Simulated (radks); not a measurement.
Values are calculated unless marked as measured or tabulated.
Spin polarisation of the 3p4 shell in neutral sulfur. Start: [Ne] 3s2 3p(up 2, down 2); electrons of 3p are moved from spin down to spin up, other shells keep equal spins. Code: a radial shooting solver on a logarithmic mesh with Libxc functionals. Model: scalar-relativistic Kohn-Sham, r2SCAN, spin-polarised, spherical densities, finite nucleus; meta-GGA in the generalised Kohn-Sham scheme; Fermi nuclear charge, rms radius of each element as measured or else 0.836 A^(1/3) + 0.57 fm.

moment (Bohr magnetons)  E - E(0) (eV)  e(3p up) (eV)  e(3p down) (eV)  3s down minus up (eV)
0                                0.000         -7.220           -7.220                  0.000
0.5                             -0.070         -7.485           -6.928                  0.617
1                               -0.279         -7.725           -6.609                  1.235
1.5                             -0.628         -7.939           -6.260                  1.856
2                               -1.119         -8.129           -5.875                  2.487

At moment 2 the spin-polarisation energy is -1.119 eV and the 3p exchange splitting 2.254 eV, that is 1.127 eV per Bohr magneton; E = -I m^2/4 would give I = 1.119 eV.
